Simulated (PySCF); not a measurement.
Worked example: refractive index and permittivity of the vapour

C₂H₅FSi₂, SMILES C([Si@@H](F)[SiH3])#C.

Geometry optimised at B3LYP-D3(BJ)/def2-SVP. The structure was generated by enumeration; whether it is a known compound was not checked.

ωB97X/def2-TZVP in PySCF gives a mean static polarisability of 74.0 bohr³ and a dipole moment of 1.79 D. Take an ideal gas at 298.15 K and 0.1 bar, whether or not the substance is that volatile.

Question: Work out n − 1 in the optical limit and the static ε − 1.

Answer: 
Polarisability volume α' = 74.0 × 0.148185 = 10.97 Å³. Number density N = p/kT = 2.43e-6 Å⁻³.
Dilute limit of Lorentz–Lorenz: n − 1 = 2π N α' = 0.00017.
Orientation term of Debye: μ²/(3kT) = 8.098 Å³ × μ²(D²) = 25.95 Å³.
ε − 1 = 4π N (α' + μ²/3kT) = 0.0011. Orientation of the dipole supplies 70 % of the static response; it can't follow optical fields. Vibrational polarisation and dispersion are left out.
